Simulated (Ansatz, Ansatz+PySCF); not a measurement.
```tsv
atom	x (Å)	y (Å)	z (Å)
C	0.0000	0.0040	-0.7856
C	0.0000	-0.0040	0.7856
C	0.0000	1.2033	-1.5962
C	0.0000	-1.2033	1.5962
H	0.0000	-1.0549	-1.3170
H	0.0000	1.0549	1.3170
H	0.0000	1.1529	-2.7750
H	0.0000	2.2776	-1.1027
H	0.0000	-1.1529	2.7750
H	0.0000	-2.2776	1.1027
```

Basis set: def2-SVP (spherical functions). Frozen core: 4 orbitals. Charge 0, multiplicity 1.

Computed with Ansatz (development build ahead of 0.2.0); each method stands on the lowest determinant of its kind that the runs found. Restricted open shells among the atoms or ions are ROHF, correlated in semicanonical orbitals with singles.

Question: Give the atomization energy at this shape (free ground-state atoms in the same class of orbitals less the molecule, no zero-point energy) of singlet C4H6 by RHF-CCSD(T), RHF-MP2, UHF-MP2, UHF, RHF.

Answer:

| method | atomization energy |
| --- | --- |
| RHF-CCSD(T) | 3955.5 kJ/mol |
| RHF-MP2 | 3974.9 kJ/mol |
| UHF-MP2 | 3869.4 kJ/mol |
| UHF | 3094.3 kJ/mol |
| RHF | 3086.6 kJ/mol |

Caution: the shape is not the minimum. Caution for RHF-CCSD(T), RHF-MP2, RHF: an unrestricted determinant lies well below. Caution for UHF-MP2: another reference gives a lower total. Caution for UHF-MP2, UHF: the determinant breaks the point group; the unrestricted determinant is a mixture of spin states.
